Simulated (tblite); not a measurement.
Species: C₄H₉PSSi₂.
SMILES with atom numbers: `[SiH3:1][PH:2][SiH2:3][c:4]1[cH:5][cH:6][cH:7][s:8]1` (hydrogens: H9, H10, H11 on Si1; H12 on P2; H13, H14 on Si3; H15 on C5; H16 on C6; H17 on C7)

Geometry (GFN2-xTB, Å), atoms numbered from 1 in this order:
```xyz
17
C4H9PSSi2 angstrom
Si    -2.749    0.461   -0.934
P     -1.951   -1.397    0.009
Si    -0.531   -0.606    1.539
C      1.002   -0.104    0.596
C      1.307   -0.313   -0.717
C      2.576    0.177   -1.091
C      3.229    0.757   -0.051
S      2.305    0.711    1.397
H     -3.989    0.083   -1.611
H     -3.024    1.533    0.028
H     -1.747    0.917   -1.895
H     -2.990   -1.553    0.901
H     -1.025    0.548    2.305
H     -0.234   -1.696    2.475
H      0.630   -0.811   -1.392
H      2.981    0.098   -2.084
H      4.201    1.209   -0.040
```

All values are computed: GFN2-xTB (tblite) harmonic vibrations without scaling, gas phase. Against measured fundamentals such values can be off by several per cent, at times by over 20. Modes of hydrogen on phosphorus and silicon can be 10 to 20 % off. One conformer, not necessarily the lowest.

Harmonic wavenumbers (cm⁻¹): 25.7, 39.0, 67.2, 90.0, 109.9, 146.3, 193.2, 392.5, 404.2, 441.1, 462.8, 473.5, 510.0, 527.0, 533.6, 569.2, 631.8, 642.6, 689.3, 731.0, 743.9, 745.7, 757.7, 773.8, 784.1, 788.8, 820.5, 847.0, 853.0, 996.5, 1074.2, 1099.6, 1182.0, 1328.5, 1438.1, 1538.5, 2183.6, 2213.3, 2229.3, 2261.5, 2271.2, 2353.4, 3097.5, 3126.5, 3161.6.

A = 1961, B = 545.0, C = 487.8 MHz; mass 175.970 u (most abundant isotopes); point group C1, symmetry number 1.

Task: What is the zero-point energy?

Result: Half the sum of the wavenumbers: 23175 cm⁻¹ = 66.26 kcal/mol.

Task: Give the ideal-gas entropy at 200 K and 1 bar in the rigid-rotor, harmonic-oscillator model (classical rotation).

Result: Translation 39.45, rotation 29.61, vibration 25.74: S = 94.8 cal/(mol K).

Task: And Cp and H(200 K) − H(0)?

Result: Cp = 32.20 cal/(mol K), of which vibrations give 24.26 (their classical limit is 45 R = 89.4); H(200 K) − H(0) = 4.12 kcal/mol without the zero-point energy, 2.53 from vibrations.

Task: What must be added to the electronic energy to get the Gibbs energy at 200 K and 1 bar?

Result: ZPE + [H(200 K) − H(0)] − T·S = 66.26 + 4.12 − 18.96 = 51.42 kcal/mol.

Task: How do the functions run with temperature in this model?

Result: 
```csv
T (K),S (cal/(mol K)),Cp (cal/(mol K)),H − H(0) (kcal/mol),G − H(0) (kcal/mol),ln q(vib)
150,86.5,25.8,2.67,-10.31,4.98
250,102.7,38.6,5.89,-19.78,8.17
298.15,110.0,44.2,7.89,-24.90,9.68
400,124.4,53.9,12.91,-36.85,12.83
600,148.8,66.4,25.05,-64.25,18.74
900,178.0,77.4,46.78,-113.47,26.68
```

q(vib) and H(0) count from the zero-point level.

Task: Blend soft modes into free rotors: weight 1/[1 + (100 cm⁻¹/ν̃)⁴] for the oscillator and the rest for a rotor with moment μB/(μ + B), μ = h/(8π²ν), B = 10⁻⁴⁴ kg m². What vibrational entropy results?

Result: 22.41 cal/(mol K) in place of 25.74, which changes −T·S at 200 K by +0.67 kcal/mol.

Hindered rotation and anharmonicity are outside this model. Other conformers, if any are populated, would add a mixing term that is left out. The structure is chiral; the term R ln 2 for an equal mix with its mirror image is left out.
